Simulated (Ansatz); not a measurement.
`F[SiH2][GeH3]` + `[SiH3][SiH2][SiH3]` → `[SiH3][SiH2][SiH2][GeH3]` + `F[SiH3]`  (formal exchange of groups at a Ge–Si bond)

Isolated molecules relaxed with PBE0-D4/def2-TZVP in Ansatz; ΔE leaves out vibrations. CCSD(T)/CBS is the MP2 limit (def2-TZVPP, def2-QZVPP) plus CCSD(T) − MP2 in def2-TZVPP, frozen cores. This one scheme is used for every species. Functionals use def2-TZVPP. For Ge outer-core shells are correlated without core-valence functions, which leaves a few kJ/mol of doubt a bond. Scalar relativity is left out up to krypton. One conformer a species, not always the lowest.

| level | ΔE (kcal/mol) |
| --- | --- |
| LDA (SPW92) | -2.4 |
| SCS-MP2/def2-TZVPP | -4.3 |

Question: What does CCSD(T)/CBS give? (An estimate is asked.)

Answer: Computed: -4.0 kcal/mol. The listed levels differ from it by 1.6, -0.3 kcal/mol.

Largest T1 diagnostic among the species: 0.013.

The D4 term adds −1.5 kcal/mol with B3LYP and −0.9 kcal/mol with PBE0; it sums over pairs of atoms, weighted by their polarisabilities, and B3LYP, whose exchange is more repulsive, gets the larger term. In def2-TZVPP, CCSD(T) changes the Hartree–Fock value by −1.6 kcal/mol (the triples alone add −0.4 kcal/mol) and MP2 by −2.5 kcal/mol. From BLYP to BHLYP (50 % exact exchange), in def2-TZVPP and without D4, ΔE moves by −1.0 kcal/mol.

B3LYP here is the variant with VWN-RPA as its local correlation; programs differ in this.
